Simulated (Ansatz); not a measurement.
Calculation: frozen-core CCSD(T)/def2-TZVPP // B3LYP-D3(BJ)/def2-TZVP (Ansatz, an electronic-structure program).

Ansatz 0.2 input:
```yaml
crystal:
  periodic: [false, false, false]
  atoms:
    - { symbol: C, position_ang: [-1.73061, -0.321328, -0.099512] }
    - { symbol: Al, position_ang: [0.003304, 0.558436, 0.007351] }
    - { symbol: C, position_ang: [1.740891, -0.319235, 0.058777] }
    - { symbol: I, position_ang: [-0.020985, 3.063661, 0.118759] }
    - { symbol: H, position_ang: [-1.646708, -1.410042, -0.096995] }
    - { symbol: H, position_ang: [-2.366911, -0.023361, 0.737858] }
    - { symbol: H, position_ang: [-2.25522, -0.022142, -1.011169] }
    - { symbol: H, position_ang: [2.002185, -0.567975, 1.092486] }
    - { symbol: H, position_ang: [1.738196, -1.254483, -0.506516] }
    - { symbol: H, position_ang: [2.533417, 0.322625, -0.328914] }
basis:
  gaussian: { orbitals: def2-TZVPP }
correlation:
  method: ccsd_t
```

Output:

```
Functional definition: HF
1554 factors; integrals over basis functions are off by at most 1.1e-3 eV
mean field evaluation 1: about -16811.5254 eV, gradient 3.5e1 eV
mean field evaluation 2: about -16811.5974 eV, gradient 3.5e1 eV
mean field evaluation 4: about -16814.7016 eV, gradient 2.7e0 eV
mean field evaluation 8: about -16814.7396 eV, gradient 1.9e-1 eV
mean field evaluation 16: about -16814.1106 eV, gradient 1.4e1 eV
mean field -16814.73968505 eV, -617.9302859855 hartree, gradient 1.6e-6 eV, S^2 0.000000; 0 other end points of the search recorded, 0 dependent functions left out
11 core orbitals not correlated
reference -16814.73968505 eV, -617.9302859855 hartree; 17, 17 occupied and 210, 210 virtual orbitals, 1554 factors
second order -25.33478410 eV of doubles, -0.00000000 eV of singles
cycle   1  -24.84941443 eV  change    4.9e-1 eV  update   9.1e-2
cycle   2  -25.43842430 eV  change   -5.9e-1 eV  update   2.4e-2
cycle   3  -25.48762485 eV  change   -4.9e-2 eV  update   1.0e-2
cycle   4  -25.47538576 eV  change    1.2e-2 eV  update   2.5e-3
cycle   5  -25.47675662 eV  change   -1.4e-3 eV  update   1.2e-3
cycle   6  -25.47685439 eV  change   -9.8e-5 eV  update   3.1e-4
cycle   7  -25.47656038 eV  change    2.9e-4 eV  update   1.1e-4
cycle   8  -25.47658398 eV  change   -2.4e-5 eV  update   3.9e-5
cycle   9  -25.47661043 eV  change   -2.6e-5 eV  update   1.2e-5
perturbative correction -0.76204230 eV, -0.0280045380 hartree
Total energy: -16840.97833778 eV, -618.8945386882 hartree
```

Cost: around 7 core-minutes (rough).
